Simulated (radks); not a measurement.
Results of a calculation; reference values are marked as such.
Q: Ionisation of Sm3+, [Xe] 4f5, to Sm4+, [Xe] 4f4, under several functionals. Scalar-relativistic Kohn-Sham, spin-unpolarised, spherical densities, finite nucleus; a radial shooting solver on a logarithmic mesh with Libxc functionals. Known Delta-SCF values: exchange-only PBE 40.554 eV; OLYP 42.433 eV. What does exchange-only B88 give, and what is its highest occupied eigenvalue?

A: 40.580 eV by Delta-SCF; the 4f eigenvalue is -31.064 eV. NIST: 41.6 eV (semi-empirical).

Beside tabulated values, note that spin-unpolarised runs miss the spin-polarisation part of the exchange energy of open shells.
